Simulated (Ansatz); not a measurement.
Z-matrix (Å, degrees):
```
B
Se 1 2.244
Si 1 1.954 2 68.4
H 1 1.195 2 105.5 3 -113.5
H 1 1.196 2 108.2 3 115.6
Si 2 2.294 1 94.5 3 -93.6
H 3 1.485 1 126.3 2 92.4
H 3 1.484 1 123.7 2 -90.9
H 6 1.481 2 108.9 1 34.5
H 6 1.483 2 108.8 1 155.1
H 6 1.482 2 107.4 1 -85.6
```

Charge 0, multiplicity 1. The bonds changed during the relaxation, so this is another structure than the one it started from.

List the r2SCAN/def2-TZVPP orbital energies in eV (the Gaussian-basis code of Ansatz). (An estimate is asked.)

Computed: Occupied: -12334.68, -1791.89, -1791.39, -1575.32, -1412.55, -1412.53, -1412.51, -211.42, -179.89, -154.83, -154.76, -154.69, -142.32, -141.86, -97.22, -97.14, -97.14, -96.82, -96.68, -96.62, -55.18, -55.18, -55.11, -55.06, -55.05, -18.99, -14.38, -13.52, -12.10, -10.05, -9.57, -9.40, -8.81, -8.54, -7.91, -7.17, -6.53. Lowest empty: -1.62, -0.97, -0.37, 0.15, 0.47, 0.65, 0.85, 1.01.
